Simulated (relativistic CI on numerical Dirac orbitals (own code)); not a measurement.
**Sensitivity of the levels of Sr XI to α and to the nuclear radius**

These numbers are calculated, not measured: Dirac-Coulomb-Breit CI, separate exchange-only KLI orbitals for each configuration, derivatives by finite differences, unscaled Slater integrals, QED left out (own radial code, finite nucleus).

CI space (outside the closed core [Ar]): 3d10, 3d9 4s, 3d9 4p, 3d8 4s2, 3d9 4d, 3d8 4s 4p, 3d9 4f, 3d8 4p2. Levels of other configurations are missing.

With x = (α/α₀)² − 1 an excitation energy changes as ω = ω₀ + qx; K = 2q/ω₀ is the relative enhancement. Terms are leading LS components, so labels can repeat. The field-shift factor is F = δν/δ⟨r²⟩ for the transition from the lowest level.

Lowest level 3d10 1S_0.

```
       Level  ω₀ (cm⁻¹)  q (cm⁻¹)        K  F (GHz/fm²)
 3d9 4s 3D_3     977882    -45220  -0.0925         22.6
 3d9 4s 3D_2     981709    -43940  -0.0895         22.6
 3d9 4s 3D_1     992356    -30890  -0.0623         22.7
 3d9 4s 1D_2     996813    -31800  -0.0638         22.5
3d9 4p 3P°_2    1155580    -35410  -0.0613         3.91
3d9 4p 3F°_3    1161528    -37810  -0.0651         3.93
3d9 4p 3P°_1    1171216    -18950  -0.0324         3.88
3d9 4p 3F°_2    1172633    -24100  -0.0411         3.98
3d9 4p 3F°_4    1174147    -21140   -0.036         3.78
3d9 4p 3P°_0    1181029     -6744  -0.0114         3.86
3d9 4p 1D°_2    1183914    -23480  -0.0397         3.83
3d9 4p 3D°_3    1185973    -20550  -0.0346         3.79
3d9 4p 1P°_1    1188788    -22420  -0.0377         3.93
```

At this charge energies of transitions that change n are usually good to better than 1 %, and those within a shell (Δn = 0) to a few per cent.
